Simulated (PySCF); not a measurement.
**Mn²⁺: excitation energy**

Mn²⁺ [Ar] 3d5 (6S) → Mn²⁺ [Ar] 3d4 4s1 (6D), as a difference of total energies. Calculation: PySCF 2.14, in def2-TZVPPD; no relativity, point nucleus. Correlated levels: valence and next inner shell: [Ne] frozen. The calculations carry no spin-orbit coupling.

```csv
method,excitation energy (eV)
UHF,7.841
MP2 (valence and next inner shell),8.554
SCS-MP2 (valence and next inner shell),8.236
CCSD (valence and next inner shell),8.281
CCSD(T) (valence and next inner shell),8.279
```

How much does correlation contribute at CCSD(T) (valence and next inner shell)?

8.279 − (7.841) = 0.438 eV, measured against UHF.

A first-order spin-orbit estimate (lowest level to lowest level, LS coupling) adds -0.065 eV.
